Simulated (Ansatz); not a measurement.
Reaction (hydrogenolysis of a Ge–S bond): `[SH][GeH]1[CH2][NH]1` + H₂ → `[CH2]1[NH][GeH2]1` + H₂S

Gas-phase electronic energies from Ansatz, PBE0-D4/def2-TZVP geometries. CCSD(T)/CBS is the MP2 limit (def2-TZVPP, def2-QZVPP) plus CCSD(T) − MP2 in def2-TZVPP, frozen cores. This one scheme is used for every species. Functionals use def2-TZVPP. B3LYP here is the variant with VWN-RPA as its local correlation; programs differ in this. For Ge outer-core shells are correlated without core-valence functions, which leaves a few kJ/mol of doubt a bond. Scalar relativity is left out up to krypton. One conformer a species, not always the lowest.

`[SH][GeH]1[CH2][NH]1`:

Cartesian coordinates in Å:
```
S 0.199 2.167 1.423
Ge 0.102 0.033 0.885
C 0.533 -0.674 -0.839
N -0.897 -0.297 -0.649
H -0.207 2.532 0.194
H -0.053 -0.868 2.106
H 1.058 -0.064 -1.568
H 0.781 -1.732 -0.910
H -1.518 -1.097 -0.642
```

H₂:

Z-matrix (Å, degrees):
```
H
H 1 0.746
```

`[CH2]1[NH][GeH2]1`:

```xyz
8

C    -0.780    0.232    0.529
N    -0.448   -0.993   -0.222
Ge    0.774    0.389   -0.580
H    -1.711    0.703    0.224
H    -0.628    0.240    1.607
H    -0.084   -1.717    0.386
H     2.146    0.272    0.078
H     0.731    0.874   -2.023
```

H₂S:

```xyz
3

S    -0.591    0.044   -0.181
H     0.281   -0.972   -0.092
H     0.310    0.928    0.273
```

```tsv
level	ΔE (kJ/mol)
PBE-D4	30.2
B2PLYP	22.3
PBE0	22.0
B3LYP	16.8
MP2/def2-TZVPP	32.4
SCS-MP2/def2-TZVPP	26.3
CCSD(T)/def2-TZVPP	23.5
SCS-MP2/def2-QZVPP	26.9
```

What does CCSD(T)/CBS give? (Best estimate.)

The calculation gave: +25.0 kJ/mol. The listed levels differ from it by 5.2, -2.7, -3.0, -8.2, 7.4, 1.3, -1.5, 1.9 kJ/mol.

Largest T1 diagnostic among the species: 0.012.

The D4 term adds +9.2 kJ/mol with B3LYP and +5.1 kJ/mol with PBE0; it sums over pairs of atoms, weighted by their polarisabilities, and B3LYP, whose exchange is more repulsive, gets the larger term. In def2-TZVPP, CCSD(T) changes the Hartree–Fock value by +14.4 kJ/mol (the triples alone add +5.0 kJ/mol) and MP2 by +23.4 kJ/mol.
